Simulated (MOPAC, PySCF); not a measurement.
Br$_{3}$In, SMILES `[Br][In]([Br])[Br]`, neutral singlet in the gas phase. 

Cartesian coordinates (Å):
```xyz
4

Br    -0.0983     2.4775     0.0305
In     0.0000     0.0001     0.0000
Br     2.1942    -1.1530    -0.0638
Br    -2.0959    -1.3245     0.0333
```
Charge 0, multiplicity 1.

All levels are single points at this geometry (B3LYP-D3(BJ)/def2-SVP); Pople sets use spherical d functions. Orbital energies aren't observables, and empty levels follow the basis.

```
level                                 HOMO (eV)  LUMO (eV)  gap (eV)  dipole (D)  vertical IE, Delta-SCF (eV)
------------------------------------  ---------  ---------  --------  ----------  ---------------------------
B3LYP-D3(BJ)/def2-TZVP in PySCF           -8.45      -3.57      4.88        0.00                        10.40
M06-2X/def2-TZVP in PySCF                 -9.96      -2.42      7.54        0.00                        11.04
PBE-D3(BJ)/def2-TZVP in PySCF             -7.44      -4.08      3.36        0.00                            –
BP86/6-31G* (LANL2DZ on In) in PySCF      -7.57      -4.13      3.44        0.00                            –
AM1 in MOPAC                             -11.43      -2.79      8.64        0.00                            –
PM3 in MOPAC                             -12.30      -4.00      8.30        0.00                            –
```
